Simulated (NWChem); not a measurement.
# Total energies of CH₄N

```
C
H 1 1.1021
H 1 1.1118 2 108.04
H 1 1.1118 2 108.04 3 -113.24
N 1 1.4347 2 111.30 3 123.38
H 5 1.0334 1 106.27 2 180.00
```
Charge 0, spin multiplicity 2.

The numbers come from NWChem runs, not from measurements. The geometry was optimised at UB3LYP/def2-SVP, a minimum by its harmonic frequencies.

Basis set: 6-311G** (60 functions).

```
method      total energy (Ha)
----------  -----------------
UHF                 -94.61892
UMP2                -94.92104
UB2PLYP             -95.11306
UPBE                -95.08802
UB3LYP              -95.22095
UBHandHLYP          -95.15886
```

Total energies of different functionals aren't comparable as a measure of quality: only differences taken within one method are. 

The correlated methods keep 2 core orbitals frozen. B3LYP has NWChem's definition, with VWN1-RPA local correlation. The Pople sets run with spherical d functions. The structure started from a generated list of species. The unpaired electrons of the parent sit in orbitals of symmetry a" (Cs labels of the run); other states weren't searched. The stability of the SCF solutions was not checked. Open-shell Hartree-Fock references start from PBE0 orbitals.
